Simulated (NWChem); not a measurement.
Species: CF₃ cation

```xyz
4

F      1.1863    -0.3179     0.0000
C      0.0000     0.0000     0.0000
F     -0.3179     1.1863     0.0000
F     -0.8684    -0.8684     0.0000
```
Atoms are numbered in this order, from 1.

Results from NWChem. Pople sets run with spherical d functions. Geometry: optimised at PBE0/def2-SVP. Level: PBE/6-31G* with SMD (1 M gas to 1 M solution), gas-phase geometry. Reactions with the solvent are ignored.

Q: Order these by “solvation free energy (kcal/mol)”, lowest first: tetrahydrofuran; water; n-hexane.

A: water (-70.4), tetrahydrofuran (-63.1), n-hexane (-33.7)
